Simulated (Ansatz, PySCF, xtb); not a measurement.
Process, species as SMILES: Cl[SiH2]Cl + 2 [H][H] (H2) -> 2 Cl (HCl) + [SiH4] (SiH4)
Geometries: B3LYP-D3(BJ)/def2-TZVP minima from Ansatz (an electronic-structure program). Frequencies are from Ansatz or PySCF.
Geometry of the first species:
SMILES: Cl[SiH2]Cl
```xyz
5

Si    -0.0248    -0.7650     0.0400
Cl     1.6947     0.3538    -0.0114
Cl    -1.6683     0.4617    -0.0313
H     -0.0563    -1.5128     1.3053
H     -0.0459    -1.6411    -1.1402
```
Charge 0, spin multiplicity 1.

Wanted: energy of full hydrogenation (enthalpy at 298 K, with B3LYP-D3(BJ) rigid-rotor harmonic-oscillator terms), in kcal/mol. Valence correlation only, unless marked. No spin-orbit coupling. Non-relativistic. Basis-set limits of correlation are two-point, X^-3; Hartree-Fock from the larger set. [CCSD(T)-MP2]/basis is that difference in the basis named.

```json
[
 {"level": "GFN2-xTB", "program": "xtb", "energy of full hydrogenation (kcal/mol)": "24.7"},
 {"level": "HF/aug-cc-pV(T+d)Z", "program": "Ansatz", "energy of full hydrogenation (kcal/mol)": "31.6"}
]
```

**Question.** What does RI-MP2/CBS(aug-cc-pV(T+d)Z,aug-cc-pV(Q+d)Z)+[CCSD(T)-MP2]/aug-cc-pV(T+d)Z (Ansatz) give?

**Answer.** 37.9 kcal/mol
